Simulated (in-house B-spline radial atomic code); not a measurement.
The numbers below are computed, except where a source is named.
**Stopping and range of 30 keV Si in Ge**

The pair potential comes from two frozen, spherical free-atom densities (PBE, B-spline radial code, scalar-relativistic past argon): electrostatics plus the change in Thomas-Fermi kinetic and Dirac exchange energy where they overlap, the recipe behind the universal ZBL potential, which averages such potentials (from solid-state densities) over many pairs. It is written V = (Z1 Z2 e²/r) φ(r/a), with e² = 14.3996 eV·Å and a = 0.46850 Å/(Z1^0.23 + Z2^0.23); ZBL's fit is φ = 0.18175 e^(−3.1998x) + 0.50986 e^(−0.94229x) + 0.28022 e^(−0.4029x) + 0.02817 e^(−0.20162x). Where φ falls below 4e-4 it is continued as an exponential.

The target is taken as amorphous, with density 5.3234 g/cm³ (NSM archive of the Ioffe Institute); channelling is ignored. Masses: Si 28.09, Ge 72.63 u. Nuclear stopping is S_n = 4π a Z1 Z2 e² M1/(M1 + M2) × s_n(ε), with s_n integrated over impact parameters for each pair. Electronic stopping is Lindhard and Scharff's S_e = Z1^(1/6) 8π e² a0 Z1 Z2/(Z1^(2/3) + Z2^(2/3))^(3/2) × v/v0, with a0 = 0.529177 Å and v = v0 at 24.801 keV/u; it misses the oscillations with Z1 seen in experiment, which reach tens of per cent. Compounds add by atom fraction.

```
target atom    a (Å)  ε at this energy  s_n, this pair  s_n, ZBL potential
         Ge  0.11556            0.3875          0.3691              0.3492
```

(1) What are the atom density and the stopping powers at entry?

Along the track:

```
E (keV)  N S_n (eV/nm)  N S_e (eV/nm)
    1.5            244           43.1
    4.5            342           74.6
      9            393            106
     15            418            136
   22.5            427            167
     30            426            193
```

(2) Estimate the path length and the projected range.

Results:

(1) N = 5.3234 × 0.602214/72.63 = 0.04414 atoms/Å³. For Ge: S_n = 2613 × 0.3691 = 964.3 eV·Å², S_e = 2.5198 × √30000 = 436.4 eV·Å². Averaged over the target's atoms and times N × 10 Å/nm, the ion loses N S_n = 426 eV/nm to recoils and N S_e = 193 eV/nm to electrons; the nuclear share is 69 %.

(2) With continuous slowing down the path is the integral of dE/(N (S_n + S_e)). Trapezoids over the table give 55.6 nm, and the stretch below the first row, with stopping taken as √E, adds 2E/(N S) = 10 nm: 66.1 nm in all, against 63.9 nm on a fine grid from 5 eV. Deflections shorten the depth: to first order in the energy passed on, N (S_n + S_e) dR_p/dE = 1 − N S_n (M2/M1) R_p/(2E), summed over the target's atoms, and integrating this on the fine grid gives R_p = 27.3 nm, 0.43 of the path. Lindhard's rule of thumb R/(1 + M2/3M1), with mean M2/M1 = 2.59, gives 34.3 nm; it is meant for M2/M1 below about 2. On the ZBL potential the same equation gives 28.6 nm, and the full integral equation, which keeps hard collisions, 30.7 nm.
